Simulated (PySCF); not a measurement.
Estimate the missing entries of this data sheet.

Species: C6H4ClF.
SMILES: `Fc1cccc(Cl)c1`

| property | level | value |
| --- | --- | --- |
| point group of the GFN2-xTB geometry | GFN2-xTB | ? |
| rotational constants A, B, C of the GFN2-xTB geometry | GFN2-xTB | ? |
| dipole moment | PBE0/pcSseg-1 | 1.59 D |
| HOMO energy | PBE0/pcSseg-1 | -7.41 eV |
| LUMO energy | PBE0/pcSseg-1 | ? |
| 13C chemical shifts (computed TMS as zero) by class | GIAO PBE0/pcSseg-1 | ? |
| 1H chemical shifts (computed TMS as zero) by class | GIAO PBE0/pcSseg-1 | ? |
| isotropic shieldings of nuclei other than C and H, by class | GIAO PBE0/pcSseg-1 | 284 (1 F), 704 (1 Cl) ppm |

Gas-phase values; electronic properties from PySCF, density fitting. Geometry: GFN2-xTB; no solvent, vibrations or thermal averaging.

Q: Give the 13C chemical shifts (computed TMS as zero) by class.

A: 173.0 (1 C), 147.4 (1 C), 136.0 (1 C), 130.2 (1 C), 122.8 (1 C), 119.3 (1 C) ppm.

Q: The rotational constants A, B, C of the GFN2-xTB geometry?

A: 3.458, 1.182, 0.881 GHz.

Q: The LUMO energy?

A: -0.85 eV.

Q: What is the point group of the GFN2-xTB geometry?

A: Cs.

Q: Give the 1H chemical shifts (computed TMS as zero) by class.

A: 7.58 (1 H), 7.37 (1 H), 7.36 (1 H), 7.20 (1 H) ppm.

 With B = h/(8π²I), that is 505.379 GHz u Å² over I, the principal moments of inertia are 146.2, 427.6 and 573.8 u Å² (most abundant isotopes); the inertial defect Ic − Ia − Ib is 0.0 u Å² (zero for a rigid planar frame, negative otherwise). The rotational constants make it an asymmetric top with κ = (2B − A − C)/(A − C) = -0.77, nearer the prolate limit (−1). In atomic units the dipole is 0.63 e·bohr (1 au = 2.5417 D).
